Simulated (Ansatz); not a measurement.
BeClH (SMILES [BeH][Cl]) moved off its minimum; all values from Ansatz (an electronic-structure program), cores frozen in correlated methods.
(charge 0, multiplicity 1)
```xyz
3

Be    -0.1071    -0.1140    -1.2183
H     -0.0073    -0.1591    -2.5806
Cl    -0.0570     0.0402     0.4516
```

Question: Give the forces (eV/Å), the total energy and the dipole at CCSD(T)/aug-cc-pV(T+d)Z.

Answer: 
```
atom      Fx      Fy      Fz
----  ------  ------  ------
Be1    0.117  -0.231  -3.961
H2    -0.139  -0.037   0.565
Cl3    0.022   0.268   3.397
```
Energy -475.0793 hartree, dipole 0.28 D.
